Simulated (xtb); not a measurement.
xtb input (GFN2-xTB):

```bash
xtb mol.xyz --gfn 2 --sp --chrg 0 --uhf 0
```
mol.xyz:
```
18

C     -1.21121435    -0.03187675     1.76242968
Si    -0.76936353    -0.10130284    -0.05392809
C     -1.20592114     1.51326047    -0.89180001
C     -1.61688281    -1.53761714    -0.89169209
O      0.85956900    -0.34955184    -0.19499639
Si     2.34677928     0.23681380     0.12483879
H     -0.69382055     0.78901815     2.26453690
H     -2.28473483     0.11892857     1.90004313
H     -0.93604445    -0.95955673     2.26898811
H     -0.69014625     2.35467221    -0.42310433
H     -0.92577637     1.49599272    -1.94732807
H     -2.27956871     1.70818202    -0.83358639
H     -1.34087216    -2.48324923    -0.42032133
H     -1.33824317    -1.59470589    -1.94606216
H     -2.70369550    -1.43893499    -0.83607408
H      2.55045096     0.37789622     1.58776182
H      3.35529820    -0.69985499    -0.41767283
H      2.53089034     1.56827398    -0.50358492
```

End of the output:

```
         :::::::::::::::::::::::::::::::::::::::::::::::::::::
         ::                     SUMMARY                     ::
         :::::::::::::::::::::::::::::::::::::::::::::::::::::
         :: total energy             -20.155685704238 Eh    ::
         :: gradient norm              0.036912480162 Eh/a0 ::
         :: HOMO-LUMO gap              5.871134568126 eV    ::
         ::.................................................::
         :: SCC energy               -20.396806500957 Eh    ::
         :: -> isotropic ES            0.054700061001 Eh    ::
         :: -> anisotropic ES          0.007772138672 Eh    ::
         :: -> anisotropic XC          0.009103183079 Eh    ::
         :: -> dispersion             -0.012234894468 Eh    ::
         :: repulsion energy           0.241120796719 Eh    ::
         :: add. restraining           0.000000000000 Eh    ::
         :: total charge              -0.000000000000 e     ::
         :::::::::::::::::::::::::::::::::::::::::::::::::::::

           -------------------------------------------------
          |                Property Printout                |
           -------------------------------------------------

    * Orbital Energies and Occupations

         #    Occupation            Energy/Eh            Energy/eV
      -------------------------------------------------------------
         1        2.0000           -0.7723705             -21.0173
       ...           ...                  ...                  ...
         7        2.0000           -0.4812244             -13.0948
         8        2.0000           -0.4806278             -13.0785
         9        2.0000           -0.4778563             -13.0031
        10        2.0000           -0.4643082             -12.6345
        11        2.0000           -0.4639225             -12.6240
        12        2.0000           -0.4583244             -12.4716
        13        2.0000           -0.4577891             -12.4571
        14        2.0000           -0.4571025             -12.4384
        15        2.0000           -0.4557698             -12.4021
        16        2.0000           -0.4123914             -11.2217
        17        2.0000           -0.4117367             -11.2039
        18        2.0000           -0.3918175             -10.6619
        19        2.0000           -0.3909935             -10.6395 (HOMO)
        20                         -0.1752333              -4.7683 (LUMO)
        21                         -0.1613979              -4.3919
        22                         -0.1572142              -4.2780
        23                         -0.1142317              -3.1084
        24                         -0.1031385              -2.8065
        25                         -0.0996786              -2.7124
        26                         -0.0361925              -0.9848
        27                         -0.0322926              -0.8787
        28                          0.0560076               1.5240
        29                          0.0641351               1.7452
        30                          0.1026620               2.7936
       ...                                ...                  ...
        46                          0.8298182              22.5805
      -------------------------------------------------------------
                  HL-Gap            0.2157602 Eh            5.8711 eV
             Fermi-level           -0.2831134 Eh           -7.7039 eV

     #   Z          covCN         q      C6AA      α(0)
     1   6 C        3.651    -0.210    25.023     7.185
     2  14 Si       3.485     0.560    99.698    19.357
     3   6 C        3.651    -0.210    25.026     7.185
     4   6 C        3.652    -0.206    24.931     7.171
     5   8 O        1.539    -0.442    21.766     6.294
     6  14 Si       3.587     0.516    97.902    19.016
     7   1 H        0.924     0.033     2.539     2.492
     8   1 H        0.924     0.031     2.575     2.510
     9   1 H        0.924     0.036     2.506     2.476
    10   1 H        0.924     0.033     2.540     2.493
    11   1 H        0.924     0.036     2.508     2.477
    12   1 H        0.924     0.031     2.575     2.509
    13   1 H        0.924     0.038     2.480     2.463
    14   1 H        0.924     0.038     2.480     2.463
    15   1 H        0.924     0.028     2.618     2.530
    16   1 H        0.912    -0.107     5.822     3.774
    17   1 H        0.914    -0.098     5.491     3.665
    18   1 H        0.912    -0.107     5.828     3.776

 Mol. C6AA /au·bohr⁶  :       3660.055645
 Mol. C8AA /au·bohr⁸  :     116271.993817
 Mol. α(0) /au        :         99.834336

Wiberg/Mayer (AO) data.
largest (>0.10) Wiberg bond orders for each atom

 ---------------------------------------------------------------------------
     #   Z sym  total        # sym  WBO       # sym  WBO       # sym  WBO
 ---------------------------------------------------------------------------
     1   6 C    3.980 --     8 H    0.992     7 H    0.988     9 H    0.987
                             2 Si   0.891
     2  14 Si   3.807 --     5 O    1.041     4 C    0.891     1 C    0.891
                             3 C    0.891
     3   6 C    3.980 --    12 H    0.992    10 H    0.988    11 H    0.987
                             2 Si   0.891
     4   6 C    3.982 --    15 H    0.994    13 H    0.987    14 H    0.987
                             2 Si   0.891
     5   8 O    2.340 --     6 Si   1.111     2 Si   1.041
     6  14 Si   3.825 --     5 O    1.111    17 H    0.890    18 H    0.890
                            16 H    0.890
     7   1 H    0.999 --     1 C    0.988
     8   1 H    0.999 --     1 C    0.992
     9   1 H    0.999 --     1 C    0.987
    10   1 H    0.999 --     3 C    0.988
    11   1 H    0.999 --     3 C    0.987
    12   1 H    0.999 --     3 C    0.992
    13   1 H    0.999 --     4 C    0.987
    14   1 H    0.999 --     4 C    0.987
    15   1 H    0.998 --     4 C    0.994
    16   1 H    0.988 --     6 Si   0.890
    17   1 H    0.990 --     6 Si   0.890
    18   1 H    0.988 --     6 Si   0.890
 ---------------------------------------------------------------------------

Note: The following floating-point exceptions are signalling: IEEE_UNDERFLOW_FLAG IEEE_DENORMAL
normal termination of xtb
Topologies differ in total number of bonds
Writing topology from bond orders to xtbtopo.mol

molecular dipole:
                 x           y           z       tot (Debye)
 q only:       -0.117       0.135       0.075
   full:       -0.419       0.110       0.062       1.113
molecular quadrupole (traceless):
                xx          xy          yy          xz          yz          zz
 q only:        1.708       0.665      -0.890       0.359      -0.049      -0.818
  q+dip:       -1.338      -0.225       0.513      -0.121      -0.238       0.825
   full:        0.238       0.257      -0.253       0.141      -0.211       0.014

           -------------------------------------------------
          | TOTAL ENERGY              -20.155685704238 Eh   |
          | GRADIENT NORM               0.036912480162 Eh/α |
          | HOMO-LUMO GAP               5.871134568126 eV   |
           -------------------------------------------------

------------------------------------------------------------------------
------------------------------------------------------------------------
 total:
 SCF:
```
